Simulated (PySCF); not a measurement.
## A survey of ¹⁷O NMR shifts

- shieldings: GIAO PBE0/pcSseg-1
- geometry from GFN2-xTB
- program: PySCF
- equivalent nuclei averaged, non-relativistic Hamiltonian, in vacuum, single conformer

Shieldings were converted by a linear fit to measured shifts: ¹⁷O (scatter 10.7 ppm rms, 12.2 ppm with the 3 outliers that the fit left out vs liquid water, solution or neat liquid). Occasional misses reach two or three times the rms, and more in compound classes unlike the fitted ones.

Task: Give the ¹⁷O shifts of `C=Cn1ncc(OC)c1C`, `O=C1CCC(N[SiH3])CC1`, `O=COC[SiH2][SiH2]O`, `CC1O[SiH2]O[SiH2]O1`.

Result: 
| compound | environment | δ (ppm) |
| --- | --- | --- |
| C=Cn1ncc(OC)c1C | ether oxygen | 15.1 |
| O=C1CCC(N[SiH3])CC1 | ketone oxygen | 574.9 |
| [O:1]=[CH:2][O:3][CH2:4][SiH2:5][SiH2:6][OH:7] | O1: ester carbonyl oxygen | 348.8 |
| [O:1]=[CH:2][O:3][CH2:4][SiH2:5][SiH2:6][OH:7] | O3: ester alkoxy oxygen | 145.4 |
| [O:1]=[CH:2][O:3][CH2:4][SiH2:5][SiH2:6][OH:7] | O7: oxygen bonded to Si, H | -40.5 |
| [CH3:1][CH:2]1[O:3][SiH2:4][O:5][SiH2:6][O:7]1 | O3/7: oxygen bonded to C, Si, in a 6-membered ring (×2) | 57.0 |
| [CH3:1][CH:2]1[O:3][SiH2:4][O:5][SiH2:6][O:7]1 | O5: oxygen bonded to 2 Si, in a 6-membered ring | 22.9 |
